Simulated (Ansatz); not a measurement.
# Worked example: GaBr + C4H9Cl → GaCl + C4H9Br

Species: GaBr, singlet; C4H9Cl (2-chloro-2-methylpropane) `CC(C)(C)Cl`, singlet; GaCl, singlet; C4H9Br (2-bromo-2-methylpropane) `CC(C)(C)Br`, singlet. The partners trade Br for Cl: Ga–Br and C–Cl bonds give way to Ga–Cl and C–Br.

Shapes, held fixed at every level: PBE0-D4/def2-TZVP. Programs: Ansatz 0.2.0. The zero-point and thermal change to 298 K, harmonic and unscaled (PBE0-D4/def2-TZVP), is -0.6 kJ/mol.

At CCSD(T)/def2-TZVPP; 1 Eh = 2625.50 kJ/mol:

| species | energy (Eh) |
| --- | --- |
| GaBr | -4496.232155 |
| C4H9Cl | -617.294355 |
| GaCl | -2383.250812 |
| C4H9Br | -2730.275173 |

Work out ΔH(298 K) of the reaction at this level.


1. Products less reactants: (-2383.250812) + (-2730.275173) − [(-4496.232155) + (-617.294355)] = 0.000525 Eh = +1.4 kJ/mol.
2. With the thermal change: +1.4 + (-0.6) = +0.8 kJ/mol.

Other levels give +1.5 (CCSD/def2-TZVPP) to +9.9 kJ/mol (HF/def2-TZVPP). No measured value is set beside it here. Relativity is left out for Br, Ga. Outer-core shells of Br, Ga are correlated in most correlated rows, in sets that cover them unevenly. That is about zero within the method's error.
